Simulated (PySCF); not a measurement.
Exercise with solution: chemical shift, span and skew from a shielding tensor

B₂F₃, SMILES F[B]B(F)F (connectivity only; charge and spin as stated), charge +1, multiplicity 1. Atoms are numbered in the order given.

```xyz
5

F      0.0000     0.0000    -2.3041
B      0.0000     0.0000    -1.0792
B      0.0000     0.0000     0.6985
F      0.0000     1.1596     1.2578
F      0.0000    -1.1596     1.2578
```
Charge +1, spin multiplicity 1.

Coordinates come from a ωB97X-D3(BJ)/def2-SVP optimisation. The multiplicity is an assumed one; other spin states were not compared. The isomer is the one that the SMILES or the coordinates give; other isomers of the formula were not compared. The values are those of a single conformer.

GIAO shieldings from PBE0/pcSseg-2 (PySCF), non-relativistic, no solvent. The symmetric part of the tensor of F1 has the principal values 2.2, 14.7, 473.3 ppm. The same nucleus in CFCl3 has σ = 165.8 ppm at this level (PySCF, at its B3LYP-D3(BJ)/def2-TZVP geometry).

**Question.** Work out the isotropic shielding, the ¹⁹F shift against CFCl3, the span and the skew.

**Answer.** 
σ(iso) = (σ11 + σ22 + σ33)/3 = 163.4 ppm. δ = σ(ref) − σ(iso) = 165.8 − (163.4) = 2.4 ppm.
Span Ω = σ33 − σ11 = 471.1 ppm. Skew κ = 3(σ(iso) − σ22)/Ω = 0.95. Tumbling in solution averages the tensor to δ; in a static solid the shielding alone would spread this spin-1/2 line over Ω.
